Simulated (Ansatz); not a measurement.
`[Cl][Al]([Br])[Br]` and `[Cl][Ga]([Br])[Br]` differ in one element.

Ansatz, PBE0-D4/def2-TZVP geometries, multiplicity 1. 

Scalar relativity is left out up to krypton.

```json
{"property": "HOMO energy (PBE/def2-TZVPP) / eV", "`[Cl][Al]([Br])[Br]`": "-7.48"}
{"property": "HOMO–LUMO gap (PBE/def2-TZVPP) / eV", "`[Cl][Al]([Br])[Br]`": "5.19"}
{"property": "HOMO–LUMO gap (B3LYP/def2-TZVPP) / eV", "`[Cl][Al]([Br])[Br]`": "6.78"}
{"property": "LUMO energy (B3LYP/def2-TZVPP) / eV", "`[Cl][Al]([Br])[Br]`": "-1.71"}
{"property": "HOMO energy (ωB97M-V/def2-TZVPP) / eV", "`[Cl][Al]([Br])[Br]`": "-10.97"}
{"property": "size of the dipole moment (ωB97M-V/def2-TZVPP) / D", "`[Cl][Al]([Br])[Br]`": "0.11"}
```

**Question.** Give the same properties after the change, and the shifts. (An estimate is asked.)

**Answer.** Ansatz gave: 
```json
{"property": "HOMO energy (PBE/def2-TZVPP) / eV", "`[Cl][Ga]([Br])[Br]`": "-7.53", "shift": "-0.05"}
{"property": "HOMO–LUMO gap (PBE/def2-TZVPP) / eV", "`[Cl][Ga]([Br])[Br]`": "4.50", "shift": "-0.69"}
{"property": "HOMO–LUMO gap (B3LYP/def2-TZVPP) / eV", "`[Cl][Ga]([Br])[Br]`": "6.10", "shift": "-0.68"}
{"property": "LUMO energy (B3LYP/def2-TZVPP) / eV", "`[Cl][Ga]([Br])[Br]`": "-2.45", "shift": "-0.74"}
{"property": "HOMO energy (ωB97M-V/def2-TZVPP) / eV", "`[Cl][Ga]([Br])[Br]`": "-11.04", "shift": "-0.07"}
{"property": "size of the dipole moment (ωB97M-V/def2-TZVPP) / D", "`[Cl][Ga]([Br])[Br]`": "0.26", "shift": "0.15"}
```

With PBE0 the HOMO falls by 0.06 eV and the LUMO falls by 0.68 eV, so the gap narrows by about 0.62 eV. PBE moves the HOMO by -0.05 eV and ωB97M-V by -0.07 eV. Dipoles are sizes alone; their direction can turn.

B3LYP here is the variant with VWN-RPA as its local correlation; programs differ in this.

Spin–orbit coupling is left out; it splits and shifts lone-pair levels of the heavy atoms by tenths of an eV.
